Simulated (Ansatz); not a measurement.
Reaction (substitution at a C–B bond): `O/C=C/BF` + HI → `O/C=C\I` + `BF`

Calculated with Ansatz (gas phase, PBE0-D4/def2-TZVP geometries, no zero-point term in ΔE). CCSD(T)/CBS is the MP2 limit (def2-TZVPP, def2-QZVPP) plus CCSD(T) − MP2 in def2-TZVPP, frozen cores. This one scheme is used for every species. Double bonds are as drawn, so ΔE can hold a change between cis and trans. Functionals use def2-TZVPP. def2 core potentials past Kr. For I outer-core shells are correlated without core-valence functions, which leaves a few kJ/mol of doubt a bond. Each species was taken in one conformer, which may not be the lowest.

`O/C=C/BF`:

Cartesian coordinates in Å:
```
O 0.143 -0.748 -2.045
C -0.127 -0.612 -0.746
C 0.204 0.414 0.054
B -0.209 0.357 1.513
F 0.096 1.351 2.346
H 0.631 0.025 -2.355
H -0.677 -1.471 -0.373
H 0.757 1.256 -0.363
H -0.818 -0.572 1.970
```

HI:

Cartesian coordinates in Å:
```
I 0.771 -0.046 0.228
H -0.771 0.046 -0.228
```

`O/C=C\I`:

Z-matrix (Å, degrees):
```
C
C 1 1.329
O 1 1.336 2 127.7
H 1 1.085 2 120.1 3 -180.0
I 2 2.075 1 121.2 3 -0.0
H 2 1.078 1 122.8 3 180.0
H 3 0.970 1 108.7 2 0.0
```

`BF`:

```xyz
4

B    -0.028    0.034    0.022
F     0.724   -0.874   -0.563
H     0.469    1.093    0.277
H    -1.165   -0.254    0.264
```

Task: Is it downhill or uphill in electronic energy at CCSD(T)/CBS, and by how much? (An estimate is asked.)

Result: Ansatz gave: Uphill: ΔE = +83.1 kJ/mol.

Task: What do these levels give: B97M-V, r2SCANh-D4, r2SCAN0-D4, r2SCAN, PBE0, RPA@PBE/def2-TZVPP, CCSD/def2-SVP, CCSD(T)/def2-SVP, HF/def2-TZVPP, MP2/def2-TZVPP, HF/def2-QZVPP, MP2/CBS(def2)? (An estimate is asked.)

Result: The calculation gave: B97M-V 104.5, r2SCANh-D4 98.6, r2SCAN0-D4 99.3, r2SCAN 98.5, PBE0 97.2, RPA@PBE/def2-TZVPP 84.6, CCSD/def2-SVP 105.1, CCSD(T)/def2-SVP 103.3, HF/def2-TZVPP 103.8, MP2/def2-TZVPP 81.8, HF/def2-QZVPP 102.7, MP2/CBS(def2) 76.9 kJ/mol.

Largest T1 diagnostic among the species: 0.014.

From BLYP to BHLYP (50 % exact exchange), in def2-TZVPP and without D4, ΔE moves by +6.5 kJ/mol. Leaving LDA and LC-ωPBE aside and taking each functional with its dispersion term where it has one, the values, not all of them listed here, spread over 16.3 kJ/mol, from revPBE-D4 to B97M-V. LDA lies +7.0 kJ/mol from PBE without D4. The D4 term adds −5.0 kJ/mol with B3LYP and −2.4 kJ/mol with PBE0; it sums over pairs of atoms, weighted by their polarisabilities, and B3LYP, whose exchange is more repulsive, gets the larger term.

B3LYP here is the variant with VWN-RPA as its local correlation; programs differ in this.
